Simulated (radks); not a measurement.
Q: The mean radii <r> (bohr) of the occupied orbitals of an atom or ion are listed with their occupations. Calculated with a radial shooting solver on a logarithmic mesh with Libxc functionals: scalar-relativistic Kohn-Sham, PBE, spin-polarised, spherical densities, point nucleus.

orbital  occ.     <r>
1s up       1  0.1763
1s down     1  0.1758
2s up       1  0.8701
2s down     1  0.8873
2p up       2  0.8189

Name the element and its charge. Open shells, if any, are filled with parallel spins first.

A: Z = 9, fluorine, charge +3: F3+ in [He] 2s2 2p2. The 1s radius gives Z: for a bare nucleus <r> = (2 gamma + 1)/(2Z) with gamma = sqrt(1 - (Z/c)^2), 0.1664 bohr for Z = 9, and screening makes it slightly larger (0.1763 here). The occupations add up to 6, and the charge is Z minus that.
